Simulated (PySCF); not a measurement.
Bond curve of GdH

Set-up: PySCF, spin-free X2C with a Gaussian nucleus, basis sets Gd x2c-TZVPall, H x2c-TZVPall. Energies in eV from Gd (4f7 5d1 6s2) + H in their ground configurations at the same level. State: octet, about 7.0 electrons in the 4f shell (Mulliken).

All columns are PBE0. A positive dipole means Gd(−)H(+).

```csv
R (Å),E (eV),μ (D),Mulliken charge on Gd (basis-dependent),HOMO (eV),LUMO (eV),Mayer bond order,⟨S²⟩
1.659,-2.126,-1.13,0.17,-4.17,-1.77,0.98,15.77
1.736,-2.351,-1.26,0.17,-4.20,-1.86,0.97,15.78
1.813,-2.483,-1.41,0.18,-4.23,-1.95,0.96,15.78
1.871,-2.532,-1.53,0.18,-4.26,-2.01,0.95,15.78
1.929,-2.547,-1.66,0.18,-4.29,-2.08,0.95,15.79
1.987,-2.534,-1.80,0.19,-4.32,-2.14,0.94,15.79
2.064,-2.480,-1.98,0.19,-4.36,-2.22,0.94,15.80
2.160,-2.369,-2.23,0.20,-4.41,-2.33,0.93,15.82
2.276,-2.191,-2.54,0.22,-4.48,-2.44,0.92,15.84
2.430,-1.911,-2.95,0.23,-4.56,-2.59,0.91,15.87
```

A fit through these points gives, at Re = 1.929 Å, μ = -1.66 D and dμ/dR = -2.28 D/Å; the reduced mass is 1.001 u.

Task: How strong is the fundamental in the double-harmonic approximation, I = 42.26·(dμ/dR)²/μred km/mol?

Result: I = 42.26·(-2.28)²/1.001 = 219 km/mol at PBE0.

⟨S²⟩ of the unrestricted solution departs from its pure value on part of the curve, where spin states mix. These are scalar-relativistic numbers at best; spin–orbit coupling would shift them, the dissociation energy most. The state is the lowest single determinant that the PBE0 search found; with open d or f shells the true ground state can be another one.
